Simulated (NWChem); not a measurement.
A series in which one site is exchanged, each optimised at PBE0/def2-SVP with NWChem, gas phase unless a solvent is named. All stand in one matching conformer (torsions within 35°), which need not be the lowest. This build's default masses of Se (78.918 u) and Br (79.917 u) are each other's, which moves their modes by up to 0.6 %. Shieldings are non-relativistic GIAO values without spin-orbit effects.

A: OB(Cl)Br (BHOBrCl; site = Cl)
B: OBBr (BH2OBr; site = H)
C: OB(F)Br (BHOBrF; site = F)
D: OB(Br)Br (BHOBr2; site = Br)

Values for A:

| Property | Value |
|---|---|
| dipole (D), PBE0/def2-SVP | 2.07 |
| orbital gap (eV), PBE0/def2-SVP | 8.08 |
| static polarisability, CAM-B3LYP/def2-SVPD (bohr³) | 52.8 |
| 11B shift against boron trifluoride, PBE0/pcSseg-1 (ppm) | 27.4 |
| 11B shift against boron trifluoride, KT2/pcSseg-1 (ppm) | 24.6 |

Question: How do these values change for the other members?

Answer: 
```csv
change from A,B,C,D
"dipole (D), PBE0/def2-SVP",-0.74,+0.08,-0.11
"orbital gap (eV), PBE0/def2-SVP",-0.06,+0.88,-0.38
"static polarisability, CAM-B3LYP/def2-SVPD (bohr³)",-12.1,-13.4,+7.5
"11B shift against boron trifluoride, PBE0/pcSseg-1 (ppm)",+3.5,-11.3,+3.7
"11B shift against boron trifluoride, KT2/pcSseg-1 (ppm)",+3.7,-9.8,+3.5
```
